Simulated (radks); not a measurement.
The numbers below are computed, except where a source is named.
Coulomb parameter of the 4d shell of neutral palladium in the model configuration [Kr] 4d8 5p2, as a second difference U = [E(n + 0.5) + E(n - 0.5) - 2 E(n)] / (0.5)^2 with all orbitals relaxed. "Bare": the charge of the atom changes with n. "Screened": the 5p shell takes up the change at fixed total charge, which measures U(4d,4d) + U(5p,5p) - 2 U(4d,5p). Level of theory: Dirac Kohn-Sham, PBEsol, spin-unpolarised, spherical densities, finite nucleus; open shells are shared between the two j in proportion to 2j + 1; Fermi nuclear charge, rms radius 4.5318 fm (a radial shooting solver on a logarithmic mesh with Libxc functionals).

[
 {"case": "start", "configuration": "[Kr] 4d8 5p2", "E - E(n) (eV)": "0.000"},
 {"case": "bare +0.5", "configuration": "[Kr] 4d8.5 5p2", "E - E(n) (eV)": "-5.258"},
 {"case": "bare -0.5", "configuration": "[Kr] 4d7.5 5p2", "E - E(n) (eV)": "7.729"},
 {"case": "screened +0.5", "configuration": "[Kr] 4d8.5 5p1.5", "E - E(n) (eV)": "-4.626"},
 {"case": "screened -0.5", "configuration": "[Kr] 4d7.5 5p2.5", "E - E(n) (eV)": "5.451"}
]

U(bare) = 9.884 eV, U(screened by 5p) = 3.300 eV. The step up makes a negative ion, whose loosely bound charge lowers the bare value.
